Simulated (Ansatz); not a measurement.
C₂H₃F₂NSi (`N=C1C(F)[SiH]1F`), relaxed with RKS PBE-D4/def2-SVP in Ansatz from a rough embedded geometry. The force threshold is 0.03 eV/Å; the program also tests the step.

Charge 0, multiplicity 1.

Start:

```xyz
9

N     0.810   -0.926   -1.545
C     0.201   -0.332   -0.616
C     0.836    0.085    0.547
F     1.101    1.434    0.791
Si   -1.388    0.174   -0.246
F    -2.116   -0.688    0.915
H     1.783   -1.004   -1.375
H     0.483   -0.315    1.566
H    -1.711    1.572   -0.036
```

**Question.** How much energy does the relaxation release, and in how many steps? (An estimate is asked.)

**Answer.** The calculation gave: 222.96 kJ/mol, in 15 steps, 1 of them rejected.

**Question.** Which bonds change most? (Estimate.)

**Answer.** The calculation gave: C3–Si5 from 2.362 to 1.915 Å; C2–Si5 from 1.708 to 1.874 Å; C2–C3 from 1.389 to 1.498 Å; N1–H7 from 0.991 to 1.042 Å.

**Question.** Give the relaxed structure. (Estimate.)

**Answer.** Ansatz gave: 
```xyz
9

N     0.830   -0.810   -1.660
C     0.283   -0.575   -0.532
C     0.544    0.186    0.731
F     1.548    1.110    0.851
Si   -1.276    0.220    0.138
F    -2.404   -0.404    1.149
H     1.837   -0.542   -1.626
H     0.521   -0.518    1.600
H    -1.884    1.334   -0.651
```
